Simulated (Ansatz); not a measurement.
Basis-set extrapolation for `[SiH3]C(Cl)Cl` (PBE0-D4/def2-TZVP geometry, frozen core, Ansatz 0.2.0). Multiplicity 1, RHF reference.

|  | def2-TZVPP | def2-QZVPP |
| --- | --- | --- |
| HF | -1248.165235 | -1248.201685 |
| MP2 correlation | -0.679348 | -0.739402 |
| CCSD(T) correlation | -0.767855 | not run |

Energies in hartree. Use E(X) = E(∞) + A·exp(−7.88·√X) for Hartree–Fock and E(X) = E(∞) + B·X^(−2.97) for correlation, with X = 3 and 4, and add CCSD(T) minus MP2 of the smaller set to the MP2 limit.

Task: What is the CCSD(T) energy at the basis-set limit?

Result: HF limit: -1248.201685 + (-0.036450) × 0.13774 = -1248.20671. MP2 limit: -0.739402 + (-0.060054) × 0.74074 = -0.78389. Higher-order term: -0.767855 − (-0.679348) = -0.08851. Total: -1249.07911 hartree, 91.6 kcal/mol below CCSD(T)/def2-TZVPP.
